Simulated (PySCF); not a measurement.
Below is a simulated gas-phase C 1s photoelectron spectrum of `C=C=PC(F)(F)F`.

Every computed line was given a Gaussian of 0.7 eV full width at half maximum and an area set by the number of equivalent atoms; the highest printed point is 100. Computed with delta-SCF UKS SCAN, pcX-2 on the ionised atom, pcseg-1 elsewhere, spin-free X2C in PySCF 2.14.0.

(binding energy (eV), intensity): (290.2, 1), (290.4, 4), (290.6, 18), (290.8, 50), (291.0, 89), (291.2, 100), (291.4, 72), (291.6, 33), (291.8, 9), (292.0, 2), (292.2, 0), (292.4, 0), (292.6, 0), (292.8, 0), (293.0, 0), (293.2, 0), (293.4, 0), (293.6, 0), (293.8, 0), (294.0, 0), (294.2, 0), (294.4, 0), (294.6, 0), (294.8, 0), (295.0, 0), (295.2, 0), (295.4, 0), (295.6, 0), (295.8, 0), (296.0, 0), (296.2, 0), (296.4, 0), (296.6, 0), (296.8, 2), (297.0, 10), (297.2, 27), (297.4, 46), (297.6, 50), (297.8, 34), (298.0, 15), (298.2, 4), (298.4, 1)

Q: Count the maxima, the lines and the sites behind this envelope.

A: The curve has 2 maxima (at 291.1 and 297.5 eV). Under it lie 3 lines from 3 inequivalent carbon sites. At this width some lines have no maximum of their own.

Q: Decompose the envelope and assign each component. Numbering: `[CH2:1]=[C:2]=[P:3][C:4]([F:5])([F:6])[F:7]`.

A: 
```json
{"position (eV)": "291.15", "relative area": "1", "line": "C 1s", "atoms": "C1", "environment": "outer carbon of cumulated double bonds"}
{"position (eV)": "291.16", "relative area": "1", "line": "C 1s", "atoms": "C2", "environment": "central carbon of cumulated double bonds"}
{"position (eV)": "297.54", "relative area": "1", "line": "C 1s", "atoms": "C4", "environment": "CF3 carbon"}
```

Lowest listed C 1s: C1, bonded to C (double bond) and 2 H. Highest, 6.39 eV above it: C4, bonded to 3 F and P. The widest gap between neighbouring values is 6.38 eV, between 291.16 and 297.54 eV. Summing the Pauling electronegativity differences to the bonded atoms, each weighted by its formal bond order, gives -0.70 for the lowest site and +3.93 for the highest; no listed site has a larger sum than the highest. The smallest sum, -0.72, belongs to C2, 0.01 eV above the lowest. The values 291.15 and 291.16 eV lie too close for their order to be trusted.

No satellites, vibrations or lifetime broadening are included. The unrestricted hole states depart most from a pure doublet (⟨S²⟩ = 0.75; over 0.85 named) for C 1s of C2 (0.95), which makes this value less certain. Isolated species at its GFN2-xTB geometry, gas phase.

Conformer computed: `[CH2:1]=[C:2]=[P:3][C:4]([F:5])([F:6])[F:7]`: C2–P3–C4–F5 180°.
